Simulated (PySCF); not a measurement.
# Polarisability and C₆ of Li⁺ (lithium, charge +1)

1s2, closed-shell 1S. All numbers are calculated (PySCF 2.14, scalar relativity by spin-free X2C-1e, in x2c-TZVPPall with one added diffuse shell each of s, p type (6s4p1d, 23 functions)). Coupled (time-dependent) response in atomic units; α is the mean over directions.

```
method  mean α (bohr³)  C₆ (like pair)    S(−4)
   UHF          0.1730         0.06346  0.02517
   PBE          0.1931         0.07333  0.03273
  PBE0          0.1870         0.07027  0.03031
PBEsol          0.1956         0.07472  0.03352
  BLYP          0.1922         0.07267  0.03255
```

S(−4) is the Cauchy moment in α(ω) = α(0) + S(−4) ω² + …

α(iu) at UHF:

```tsv
u (hartree)	α(iu) (bohr³)
0	0.1730
0.0500	0.1729
0.100	0.1727
0.200	0.1720
0.300	0.1707
0.500	0.1669
0.750	0.1600
1.00	0.1513
1.50	0.1315
2.00	0.1118
3.00	0.07999
5.00	0.04477
```

A single London oscillator, α(iu) = α/(1 + u²/ω²), gives C₆ = (3/4) ω α². Matching the computed C₆ needs ω = 4 × 0.06346 / (3 × 0.1730²) = 2.83 hartree.

For an ion, C₆ is the dispersion term alone; charge-induced terms of lower order in 1/R come first.
